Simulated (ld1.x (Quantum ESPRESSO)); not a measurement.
## Ge, TM: configuration errors across variants

- Element: Ge
- Generator: ld1.x (Quantum ESPRESSO) 7.5
- Type: norm-conserving Troullier–Martins (Kleinman–Bylander form)
- Functional: PBE
- Relativity: scalar-relativistic
- Frozen core: [Ar] 3d10
- Valence charge: 4
- Reference configuration: 4s2 4p2
- Partial waves: 4s (bound): rc 1.45 bohr; 4d channel at -0.2 Ry: rc 1.65 bohr; 4p (bound): rc 2.05 bohr
- Local potential: the p channel
- Core correction: none

All-electron excitation energies from the reference (eV): (1) 4s2 4p1 7.444; (2) 4s2 4p0 22.883; (3) 4s1 4p0 57.674; (4) 4s1 4p2 16.160; (5) 4s1 4p3 7.972; (6) 4s2 4p1.5 2.802; (7) 4s2 4p2.3 -0.884.

A true bound ghost makes a file unfit for plane-wave use even where its test errors are small: the radial tests pick states by their node count and pass the ghost by.

Errors AE − PS in meV (a dash: test not solved or not reliable):

```csv
change,(1),(2),(3),(4),(5),(6),(7),bound ghosts
base,-4.0,-17,+54,+3.7,+11,-0.8,+0.1,d
wave 4p (bound): rc 2.05 bohr becomes 4p (bound): rc 1.46 bohr,-2.2,-6.5,+66,+10,+15,-0.5,+0.1,"s, d"
wave 4p (bound): rc 2.05 bohr becomes 4p (bound): rc 2.02 bohr,-4.0,-17,+54,+3.7,+11,-0.8,+0.1,d
wave 4p (bound): rc 2.05 bohr becomes 4p (bound): rc 2.36 bohr,-3.5,-16,+51,+6.5,+12,-0.7,+0.1,d
wave 4p (bound): rc 2.05 bohr becomes 4p (bound): rc 2.68 bohr,-3.3,-21,+35,+11,+15,-0.6,+0.1,d
wave 4p (bound): rc 2.05 bohr becomes 4p (bound): rc 3.08 bohr,-3.6,-33,+3.1,+18,+19,-0.5,+0.2,d
```

Problem. Give the same row for: wave 4p (bound): rc 2.05 bohr becomes 4p (bound): rc 1.76 bohr.

Solution. -3.7, -16, +56, +4.1, +11, -0.8, 0.0; bound ghosts: d.
